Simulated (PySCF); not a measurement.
Gas-phase reaction: Ge₂H₆ + GeCl₄ = 3 GeH₂ + 2 Cl₂

Method: PySCF energies plus ideal-gas RRHO corrections (1 bar). † marks an energy on the PBE0/def2-TZVP geometry and frequencies; other levels use their own. All species are closed-shell singlets. B3LYP is the form with VWN-RPA correlation. Ge: all electrons, no relativistic terms. GeH₂: computed as isolated molecules; such fragments, hydroxides, amides, oligomers or adducts are transient or little studied in the gas. The harmonic model lacks anharmonicity and excited electronic states, which grow with temperature; levels with a mode under 35 cm⁻¹ are left out. Internal rotation in Ge₂H₆ is treated as a harmonic vibration of one conformer, which makes the entropy rough.

ΔH° and ΔS° at 298 K: B3LYP/def2-TZVP† 1030 kJ, 458 J/K; BLYP/def2-TZVP† 966 kJ, 458 J/K; M06-2X/def2-TZVP† 1132 kJ, 458 J/K; PBE/def2-SVP 1117 kJ, 456 J/K; ωB97M-V/def2-TZVP† 1102 kJ, 458 J/K.

**Question.** With the heat capacities included, give log10 K (1 bar) at 500, 1000, 1800, 2000, 2500 K from B3LYP/def2-TZVP†, BLYP/def2-TZVP†, M06-2X/def2-TZVP†, PBE/def2-SVP, ωB97M-V/def2-TZVP†.

**Answer.** 
```json
[
 {"T (K)": "500", "B3LYP/def2-TZVP†": "-83.8", "BLYP/def2-TZVP†": "-77.1", "M06-2X/def2-TZVP†": "-94.4", "PBE/def2-SVP": "-92.9", "ωB97M-V/def2-TZVP†": "-91.3"},
 {"T (K)": "1000", "B3LYP/def2-TZVP†": "-30.5", "BLYP/def2-TZVP†": "-27.1", "M06-2X/def2-TZVP†": "-35.8", "PBE/def2-SVP": "-35.1", "ωB97M-V/def2-TZVP†": "-34.2"},
 {"T (K)": "1800", "B3LYP/def2-TZVP†": "-7.3", "BLYP/def2-TZVP†": "-5.4", "M06-2X/def2-TZVP†": "-10.2", "PBE/def2-SVP": "-9.9", "ωB97M-V/def2-TZVP†": "-9.3"},
 {"T (K)": "2000", "B3LYP/def2-TZVP†": "-4.4", "BLYP/def2-TZVP†": "-2.7", "M06-2X/def2-TZVP†": "-7.1", "PBE/def2-SVP": "-6.8", "ωB97M-V/def2-TZVP†": "-6.3"},
 {"T (K)": "2500", "B3LYP/def2-TZVP†": "0.6", "BLYP/def2-TZVP†": "2.0", "M06-2X/def2-TZVP†": "-1.5", "PBE/def2-SVP": "-1.3", "ωB97M-V/def2-TZVP†": "-0.9"}
]
```
